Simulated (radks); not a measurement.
Values are calculated unless marked as measured or tabulated.
Question: Neutral antimony, [Kr] 4d10 5s2 5p3. Code: a radial shooting solver on a logarithmic mesh with Libxc functionals. Model: non-relativistic Kohn-Sham, exchange-only LDA, spin-polarised, spherical densities, point nucleus. Every spin shell is full or empty, so the densities are truly spherical. Functionals are evaluated on that one density, not self-consistently. Rank these orbital-free kinetic functionals by their error against the exact value of the orbitals, and give that value: Thomas-Fermi, von Weizsacker, TF + vW, TF + vW/9, LC94, APBEK, revAPBEK, Perdew 92, Thakkar, Pearson, PG1, Ernzerhof.

Answer: Exact: 6305.57 hartree. From best to worst, with 100 (|E| - |E exact|)/|E exact| (equal figures are ties): LC94 +0.07, APBEK +0.12, revAPBEK +0.29, Ernzerhof -0.41, Thakkar -0.58, Perdew 92 -0.67, TF + vW/9 -0.68, Pearson -0.91, Thomas-Fermi -5.26, PG1 +14.93, TF + vW +35.99, von Weizsacker -58.75.
